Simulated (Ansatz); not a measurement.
`[NH2][Ti]([NH2])([Br])[Br]`. Total charge 0; spin multiplicity 1. Correlated methods include outer-core shells of Br, Ti, which these sets cover unevenly. Scalar relativity is left out up to krypton.

Cartesian coordinates in Å:
```
N -0.231 -0.014 1.555
Ti 0.096 -0.548 -0.190
N 0.056 0.999 -1.201
Br 2.243 -1.537 -0.310
Br -1.625 -2.014 -0.891
H -0.397 0.929 1.873
H -0.263 -0.669 2.326
H 0.878 1.531 -1.454
H -0.757 1.323 -1.708
```

Give the diagnostics of a CCSD(T)/def2-TZVPP run (frozen core, Ansatz). (An estimate is asked.)

Computed: T1 = 0.0215, largest single amplitude 0.059, largest double 0.029, (T) share of the correlation energy 4.9 %, 15 CCSD cycles. The RHF solution is stable towards an unrestricted one. T1 lies over the customary mark of 0.02 for closed shells; compounds of d metals often pass it without a breakdown.
